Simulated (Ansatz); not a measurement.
The cluster PbS₂⁺. The state is a doublet with charge 1. Geometry r2SCAN-D4/def2-TZVP.

```xyz
3

Pb   -0.0013    0.0014    0.0004
S     1.6906    1.4877    0.3203
S    -1.6893   -1.4890   -0.3207
```

In the def2 sets Pb takes a core potential; there is no spin–orbit coupling. At LDA (SPW92)/def2-TZVP the gap within one spin of the charge 1 doublet nearly closes, so an electron or hole may be smeared out by delocalisation error. Another isomer (doublet) lies 3.07 eV lower at PBE0-D4/def2-TZVP; other spin states weren't run for this one.

(1) Estimate the α-spin orbital energies around the gap (eV) in Ansatz with LDA (SPW92)/def2-TZVP, PBE-D4/def2-TZVP, r2SCAN-D4/def2-TZVP, PBE0-D4/def2-TZVP, ωB97M-V/def2-TZVP.

Results:

(1) 
```
orbital  LDA (SPW92)/def2-TZVP  PBE-D4/def2-TZVP  r2SCAN-D4/def2-TZVP  PBE0-D4/def2-TZVP  ωB97M-V/def2-TZVP
 HOMO−5                 -18.70            -18.43               -18.77             -19.75             -22.03
 HOMO−4                 -14.78            -14.56               -14.85             -15.57             -17.59
 HOMO−3                 -13.68            -13.57               -13.98             -14.96             -17.35
 HOMO−2                 -13.20            -13.00               -13.31             -14.27             -16.85
 HOMO−1                 -12.94            -12.88               -13.30             -14.26             -15.55
   HOMO                 -12.38            -12.20               -12.50             -13.43             -15.25
   LUMO                 -10.13             -9.87                -9.80              -9.06              -7.06
 LUMO+1                  -8.96             -8.68                -8.48              -7.92              -6.12
 LUMO+2                  -8.74             -8.45                -8.29              -7.75              -5.97
 LUMO+3                  -3.95             -3.76                -3.02              -3.01              -1.72
 LUMO+4                  -2.54             -2.34                -1.77              -1.68              -1.06
 LUMO+5                  -2.34             -2.22                -1.56              -1.60              -0.97
 β HOMO                 -12.15            -12.00               -12.24             -13.16             -15.00
 β LUMO                 -12.19            -11.86               -11.78             -11.15              -9.44
```
